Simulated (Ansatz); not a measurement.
CH7FO3Si2 can be A, `C[Si@H](O)O[Si@@H](O)F`, or B, `O[SiH](O)C[SiH](O)F`.

Program: Ansatz. Geometries: PBE0-D4/def2-TZVP. ΔE: electronic, gas phase. CCSD(T)/CBS is the MP2 limit (def2-TZVPP, def2-QZVPP) plus CCSD(T) − MP2 in def2-TZVPP, frozen cores. DFT in def2-TZVPP. B3LYP here is the variant with VWN-RPA as its local correlation; programs differ in this. One conformer a species, not always the lowest.

Q: Which isomer does CCSD(T)/CBS put lower? Give the gap. (Estimate.)

A: Computed: A, by 107.7 kJ/mol.

Q: Give E(B) − E(A) in kJ/mol with HF/def2-TZVPP, PBE-D4, B2PLYP, CCSD/def2-TZVPP, MP2/def2-TZVPP, B3LYP, B3LYP-D4. (Estimate.)

A: The calculation gave: HF/def2-TZVPP 133.3, PBE-D4 92.6, B2PLYP 112.0, CCSD/def2-TZVPP 111.4, MP2/def2-TZVPP 107.0, B3LYP 112.9, B3LYP-D4 109.0. None reverses the order clearly.

Largest T1 diagnostic: 0.012.

The D4 term adds −3.9 kJ/mol with B3LYP and −1.9 kJ/mol with PBE0; it sums over pairs of atoms, weighted by their polarisabilities, and B3LYP, whose exchange is more repulsive, gets the larger term. In def2-TZVPP, CCSD(T) changes the Hartree–Fock value by −25.7 kJ/mol (the triples alone add −3.8 kJ/mol) and MP2 by −26.3 kJ/mol.
